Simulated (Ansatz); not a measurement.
Species: C$_{3}$H$_{7}$Ge, net charge -1, singlet state. It need not be the lowest isomer of its formula. Whether it binds its extra electron was not tested at this geometry. 
Structure (B3LYP-D3(BJ)/def2-TZVP (Ansatz, a program for electronic structure) minimum search):
SMILES: [CH-]=C[CH2][GeH3]
```xyz
11

C     -2.7585     0.3019     0.2529
C     -1.7582     0.0172    -0.6001
C     -0.6206    -0.9097    -0.2276
Ge     1.0191     0.1205     0.1518
H     -3.4655     1.0080    -0.2347
H     -1.6354     0.4305    -1.6209
H     -0.8832    -1.4473     0.6870
H     -0.3717    -1.6383    -1.0104
H      0.8696     1.0115     1.4068
H      1.3906     1.0656    -1.0241
H      2.3083    -0.7432     0.3888
```
Charge -1, spin multiplicity 1.

Parts of the frozen-core correlation energy in cc-pVDZ (Ansatz, hartree). Frozen orbitals: 17; correlated occupied orbitals by spin: 12 and 12; virtual: 75 and 75. Spin-orbit coupling is left out. No relativistic terms.

| term | value |
|---|---|
| reference (HF) | -2192.89401 |
| MP2 opposite-spin | -0.40417 |
| MP2 same-spin | -0.11616 |
| CCSD correlation | -0.57653 |
| (T) | -0.02019 |
| T1 diagnostic | 0.014 |
| largest doubles amplitude | 0.070 |
